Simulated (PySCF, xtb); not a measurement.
(Z)-1-bromo-2-chloro-1,2-difluoroethene (C2BrClF2), SMILES F/C(Cl)=C(\F)Br.

Harmonic wavenumbers (cm⁻¹) from GFN2-xTB (xtb 6.7.1) at its own minimum, in rising order: 113, 126, 273, 311, 328, 362, 417, 493, 838, 1070, 1122, 1673.

### Question
What does PBE-D3(BJ)/def2-SVP (PySCF) give at its own minimum? (Estimate from the structure and the level; the computed values follow.)

### Answer
130, 138, 308, 324, 340, 396, 502, 513, 909, 1147, 1204, 1695. Paired by order, the mean absolute difference is 40 cm⁻¹ and the zero-point energies are 10.2 and 10.9 kcal/mol.
